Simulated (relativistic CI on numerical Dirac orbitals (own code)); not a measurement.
# Cu²⁺: 2p photoemission

Computed with this model: Dirac-Coulomb-Breit CI, KLI orbitals optimised for each configuration, a model potential for QED, valence Slater integrals scaled by 0.8, multiplet model of photoemission in the sudden approximation; configurations [Ar] 3d9 → [He] 2s2 2p5 3s2 3p6 3d9; 300 K; Lorentzian 0.5 eV and Gaussian 0.6 eV FWHM. Energies are those of the free ion, without screening or charge transfer. The energies are binding energies and can lie tens of eV above those of solids. S is read from ⟨S²⟩ = S(S + 1).

Field parameters in Wybourne normalisation: D3d B²₀ = −7Dσ, B⁴₀ = −14Dq − 21Dτ, B⁴₃ = −14√(10/7) Dq; D4h B²₀ = −7Ds, B⁴₀ = 21(Dq − Dt), B⁴₄ = 21√(5/14) Dq; Td as Oh with Dq negative (B⁴₀ = 21Dq, B⁴₄ = √(5/14) B⁴₀). The field is a parameter set, without covalency.

free ion: ground-state S = 0.50, centroid 975.74 eV. Peaks (eV, height): 967.8 (100), 970.9 (50), 989.6 (76).

D3d, 10Dq = 13150, Dσ = 1110, Dτ = -130 cm⁻¹: ground-state S = 0.50, centroid 975.76 eV. Peaks (eV, height): 968.2 (100), 970.9 (33), 988.7 (40), 989.9 (36).

Td, 10Dq = -11500 cm⁻¹: ground-state S = 0.50, centroid 975.74 eV. Peaks (eV, height): 968.0 (100), 971.0 (40), 989.5 (72).

D4h, 10Dq = 21550, Ds = -900, Dt = -30 cm⁻¹: ground-state S = 0.50, centroid 975.77 eV. Peaks (eV, height): 968.4 (100), 970.9 (23), 988.8 (42), 990.0 (23).

D3d, 10Dq = 5950, Dσ = -1150, Dτ = 280 cm⁻¹: ground-state S = 0.50, centroid 975.76 eV. Peaks (eV, height): 968.0 (100), 970.9 (38), 988.7 (34), 989.8 (46).

Strongest unbroadened transitions for D3d, 10Dq = 13150, Dσ = 1110, Dτ = -130 cm⁻¹:

```csv
Energy (eV),Relative strength
968.05,100.0
968.07,29.9
968.09,51.5
968.13,23.3
968.22,50.3
968.33,25.8
968.37,34.2
968.60,16.3
970.77,21.7
970.89,39.7
970.94,12.1
971.21,12.2
988.50,17.6
988.70,62.5
988.83,43.7
989.90,67.7
989.94,38.2
990.54,11.0
```
